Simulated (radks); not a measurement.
Results of a calculation; reference values are marked as such.
Valence configurations of the molybdenum ion Mo2+ (all share [Kr]). Level of theory: Dirac Kohn-Sham, PBE, spin-unpolarised, spherical densities, finite nucleus; open shells are shared between the two j in proportion to 2j + 1; Fermi nuclear charge, rms radius 4.4091 fm (a radial shooting solver on a logarithmic mesh with Libxc functionals). Energies are relative to 4d4; eigenvalues in eV.

valence      E (eV)  e(4d3/2)  e(4d5/2)  e(5p1/2)  e(5p3/2)  e(5s1/2)
4d4           0.000   -20.975   -20.724         -         -         -
4d3 5s1       3.837   -23.930   -23.657         -         -   -19.191
4d3.5 5p0.5   4.321   -22.940   -22.676   -13.791   -13.490         -
4d2 5s2       9.191   -27.046   -26.749         -         -   -20.713
4d3 5p1       9.198   -24.937   -24.660   -14.667   -14.345         -
4d2 5s1 5p1  14.910   -28.026   -27.725   -15.819   -15.459   -21.327
4d2 5p2      20.684   -28.977   -28.672   -16.353   -15.988         -
4d1 5s2 5p1  22.279   -31.222   -30.897   -16.938   -16.537   -22.787
4d1 5s1 5p2  28.423   -32.147   -31.818   -17.438   -17.031   -23.338

NIST lists [Kr] 4d4 as the ground configuration; this level of theory agrees among the configurations tried. The energies are those of spherical spin-averaged densities, not of single terms.
